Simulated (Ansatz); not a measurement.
Consider the formal exchange of groups at a C–S bond: `SC=[Se]` + `C#C` → `C#CC=[Se]` + H₂S.

Gas-phase electronic energies from Ansatz, PBE0-D4/def2-TZVP geometries. CCSD(T)/CBS is the MP2 limit (def2-TZVPP, def2-QZVPP) plus CCSD(T) − MP2 in def2-TZVPP, frozen cores. This one scheme is used for every species. DFT in def2-TZVPP. HSE06 is defined as in plane-wave codes. For Se outer-core shells are correlated without core-valence functions, which leaves a few kJ/mol of doubt a bond. Scalar relativity is left out up to krypton. Each species was taken in one conformer, which may not be the lowest.

`SC=[Se]`:

Cartesian coordinates in Å:
```
S 1.118 -0.198 -0.703
C -0.436 -0.308 -0.004
Se -1.214 0.762 1.159
H 1.492 0.932 -0.073
H -0.959 -1.187 -0.379
```

`C#C`:

Cartesian coordinates in Å:
```
C 0.286 -0.374 -0.369
C -0.286 0.374 0.369
H 0.795 -1.040 -1.026
H -0.795 1.040 1.026
```

`C#CC=[Se]`:

```xyz
6

C     1.341   -0.718   -0.407
C     0.335   -0.153   -0.053
C    -0.818    0.509    0.377
Se   -2.333    0.571   -0.523
H     2.220   -1.223   -0.733
H    -0.746    1.013    1.339
```

H₂S:

Z-matrix (Å, degrees):
```
S
H 1 1.341
H 1 1.341 2 92.3
```

```json
{"level": "BLYP-D4", "ΔE (kJ/mol)": "-7.3", "difference from CCSD(T)/CBS": "-3.6"}
{"level": "r2SCAN-D4", "ΔE (kJ/mol)": "-5.2", "difference from CCSD(T)/CBS": "-1.5"}
{"level": "HSE06-D4", "ΔE (kJ/mol)": "-6.7", "difference from CCSD(T)/CBS": "-3.0"}
{"level": "PBE-QIDH", "ΔE (kJ/mol)": "-5.0", "difference from CCSD(T)/CBS": "-1.3"}
{"level": "r2SCAN", "ΔE (kJ/mol)": "-5.2", "difference from CCSD(T)/CBS": "-1.5"}
{"level": "RPA@PBE/def2-TZVPP", "ΔE (kJ/mol)": "-6.0", "difference from CCSD(T)/CBS": "-2.3"}
{"level": "CCSD/def2-TZVPP", "ΔE (kJ/mol)": "-8.7", "difference from CCSD(T)/CBS": "-5.0"}
{"level": "CCSD(T)/def2-TZVPP", "ΔE (kJ/mol)": "-8.1", "difference from CCSD(T)/CBS": "-4.4"}
{"level": "HF/def2-QZVPP", "ΔE (kJ/mol)": "-7.7", "difference from CCSD(T)/CBS": "-4.0"}
{"level": "CCSD/CBS(def2)", "ΔE (kJ/mol)": "-4.3", "difference from CCSD(T)/CBS": "-0.6"}
{"level": "CCSD(T)/CBS", "ΔE (kJ/mol)": "-3.7", "difference from CCSD(T)/CBS": "0"}
```

Q: What do rigid-rotor, harmonic-oscillator terms from PBE0-D4/def2-TZVP frequencies (298.15 K, 1 bar) make of the CCSD(T)/CBS value? (Best estimate.)

A: Computed: ΔZPE = -7.2 kJ/mol, ΔH = -9.2 kJ/mol, ΔS = 15 J/(mol·K), ΔG = -13.7 kJ/mol.

Largest T1 diagnostic among the species: 0.017.

At CCSD(T), def2-SVP lies −13.0 kJ/mol from the extrapolated value and def2-TZVPP −4.4 kJ/mol. Leaving LDA and LC-ωPBE aside and taking each functional with its dispersion term where it has one, the values, not all of them listed here, spread over 10.5 kJ/mol, from B97M-V to ωB97M-V.
